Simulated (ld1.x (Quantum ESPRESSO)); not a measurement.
**Configuration tests for antimony (Sb) (TM)**

antimony (Sb), norm-conserving Troullier–Martins (Kleinman–Bylander form), made with ld1.x (Quantum ESPRESSO) 7.5 (PBEsol, fully relativistic). Core [Ar] 3d10 4s2, reference 4p6 4d10 5s2 5p3. Waves: 4p (bound): rc 0.85 bohr; 4d (bound): rc 1.50 bohr; 5s (bound): rc 1.65 bohr. Local part: the s channel. Core correction: none.

Open shells are filled in proportion to 2j + 1 (rel_dist='average').

Occupied shells without a wave of their own: 5p. They enter only through the test configuration that unscreens the potential.

Energies are relative to the spin-unpolarised reference configuration 4p6 4d10 5s2 5p3; without spin polarisation the order of configurations can differ from experiment. Not all tests gave a result: 1 of 7 tests not solved or not reliable. Left out of the table: 4p6 4d10 5s2 5p3.3 (pseudo-atom not self-consistent, printed error -31.3 eV).

| valence configuration | charge | ΔE all-electron (eV) | error AE − PS (meV) |
| --- | --- | --- | --- |
| 4p6 4d10 5s2 5p2 | +1 | 8.361 | +2340 |
| 4p6 4d10 5s2 5p1 | +2 | 24.393 | +5908 |
| 4p6 4d10 5s2 5p0 | +3 | 48.864 | +10810 |
| 4p5 4d10 5s2 5p3 | +1 | 110.013 | -352 |
| 4p6 4d9 5s2 5p4 | 0 | 31.001 | -2642 |

Q: What are ΔE and the potential's error for 4p6 4d10 5s2 5p2.5?

A: ΔE = 3.281 eV all-electron; the error (AE − PS) is +1018 meV.

Levels in the configuration 4p5 4d10 5s2 5p3:

```csv
level,all-electron (eV),pseudo (eV)
4p j=1/2,-124.490,-125.264
4p j=3/2,-115.673,-116.400
4d j=3/2,-49.928,-50.401
4d j=5/2,-48.601,-49.060
5s j=1/2,-23.044,-22.690
5p j=1/2,-14.186,-10.642
5p j=3/2,-13.301,-10.327
```

These tests converged, but a pseudo level misses the all-electron one widely, so the file describes the atom poorly there or has found another state: 4p6 4d10 5s2 5p2: 5p by 3.3 eV; 4p6 4d10 5s2 5p1: 5p by 4.6 eV; 4p6 4d10 5s2 5p0: 5s by 3.0 eV; 4p5 4d10 5s2 5p3: 5p by 3.5 eV; 4p6 4d9 5s2 5p4: 5p by 2.3 eV; 4p6 4d10 5s2 5p2.5: 5p by 2.6 eV. ld1.x printed “convergence not achieved” for 6 of the counted tests; their residual had stalled under 1e-8, short of the target of 1e-14. The 5p level has no wave, so the channel is fitted at the deeper level alone: the likely source of the large errors.

The potential misses its own reference levels by up to 2.0 eV, so it is not fit for use.
